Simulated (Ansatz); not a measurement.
`C=CN[SiH3]`. The species carries charge 0 and has multiplicity 1.

```xyz
11

C    -1.8725    1.0319    0.3388
C    -0.8936    0.2927   -0.1808
N     0.4052    0.2012    0.2815
Si    1.5905   -0.9301   -0.2683
H    -1.7249    1.6414    1.2239
H    -2.8487    1.0435   -0.1241
H    -1.0864   -0.3057   -1.0685
H     0.5996    0.7611    1.0978
H     2.9097   -0.4244    0.1852
H     1.3989   -2.3081    0.2648
H     1.5222   -1.0034   -1.7504
```

(1) Give the diagnostics of a CCSD(T)/def2-TZVPP run (frozen core, the Gaussian-basis code of Ansatz). (Estimate.)

Answers

(1) The calculation gave: T1 = 0.0117, largest single amplitude 0.014, largest double 0.026, (T) share of the correlation energy 3.9 %, 9 CCSD cycles. The RHF solution is stable towards an unrestricted one. T1 lies under the customary mark of 0.02 for closed shells.
